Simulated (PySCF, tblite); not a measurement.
A set of runs on `C=C[O][GeH2][C](=C)Cl`; the geometry of each is named by its level. Settings lines and outputs come from a driver script.

Species: C4H7ClGeO.
SMILES with atom numbers: `[CH2:1]=[CH:2][O:3][GeH2:4][C:5](=[CH2:6])[Cl:7]` (hydrogens: H8, H9 on C1; H10 on C2; H11, H12 on Ge4; H13, H14 on C6)

Step 1: GFN2-xTB geometry optimisation, gas phase (tblite 0.8.0) (from a force-field or distance-geometry start)
```json
{"job": {"kind": "relax", "xc": "GFN2-xTB", "basis": "xTB"}, "charge": 0, "multiplicity": 1}
```
```
step      E/eV     max force
  0    -615.17247    1.508
  1    -615.26964    1.075
  2    -615.34392    0.747
...
 88    -615.73357    0.016
 89    -615.73362    0.018
 90    -615.73368    0.024
 91    -615.73373    0.020
 92    -615.73376    0.009
```

Energy lowered by 12.9 kcal/mol over 92 steps; largest atomic force 0.009 eV/Å at the end. «max force» is the largest atomic force in eV/Å.

On one thread of an Arm Neoverse V2, no GPU, shared host with 96 logical CPUs at a one-minute load of 80, this took 0.58 s of wall time.

Step 2: GFN2-xTB harmonic vibrations, gas phase (tblite 0.8.0) (on the GFN2-xTB geometry)
```json
{"job": {"kind": "ir", "xc": "GFN2-xTB", "basis": "xTB"}, "charge": 0, "multiplicity": 1}
```
```
(table of modes left out)
```

36 modes from 36 to 3158 cm⁻¹ (unscaled, harmonic); zero-point energy 57.1 kcal/mol; all wavenumbers are real at this level.

Time: 0.43 s. Hardware: one thread, Arm Neoverse V2 (aarch64), no GPU, shared host with 96 logical CPUs at a one-minute load of 80.

Step 3: TDDFT PBE0/def2-SVPD, vertical, gas phase, core orbitals frozen in the response (PySCF 2.14.0, density-fitted response routines) (on the GFN2-xTB geometry)
```json
{"job": {"kind": "uv", "xc": "PBE0", "basis": "def2-SVPD", "nstates": 8, "ntriplets": 3}, "charge": 0, "multiplicity": 1}
```
```
...
Static polarisability (au): isotropic 95.506, principal 67.719 100.449 118.349
Singlet excitations
state   eV       nm        f      main configurations
  1   5.3631    231.2   0.00455   H->L 1.00
  2   5.9336    209.0   0.00366   H->L+1 0.92
  3   6.3660    194.8   0.02146   H->L+2 0.88
  4   6.5002    190.7   0.00161   H-2->L 0.96
  5   6.5184    190.2   0.21997   H-1->L 0.92
  6   6.5462    189.4   0.00475   H->L+4 0.71, H->L+5 0.12
  7   6.6874    185.4   0.00380   H-1->L+1 0.74, H-1->L+4 0.09
  8   6.9118    179.4   0.00067   H->L+5 0.60, H->L+7 0.12, H->L+6 0.10
Triplet excitations (Tamm-Dancoff, eV): 4.0508 4.4199 5.3479
```

HOMO -6.93 eV, LUMO -0.75 eV; lowest singlet 5.36 eV; lowest triplet 4.05 eV (Tamm–Dancoff); mean polarisability 95.5 au.

Hardware: Arm Neoverse V2, one thread, on a shared host. Cost: 64 s of wall time (with the writing of density and orbital grids), 0.89 GiB resident at most.

Geometry of the electronic-property runs (GFN2-xTB):
```
atom  x, y, z in Å
C1     2.8032   -0.4804    0.4477
C2     1.7139   -0.9431    1.0325
O3     0.4400   -0.5678    0.7859
Ge4   -0.1396    0.6923   -0.3154
C5    -2.0692    0.6180   -0.0505
C6    -2.7696   -0.1878    0.7257
Cl7   -2.8439    1.8169   -1.0257
H8     2.7445    0.2777   -0.3184
H9     3.7761   -0.8448    0.7171
H10    1.7542   -1.7066    1.8022
H11    0.4405    2.0279    0.0781
H12    0.2419    0.3691   -1.7389
H13   -2.2481   -0.9205    1.3186
H14   -3.8446   -0.1513    0.7989
```

 (This holds for the electronic-property runs.)

One conformer stands for the species.
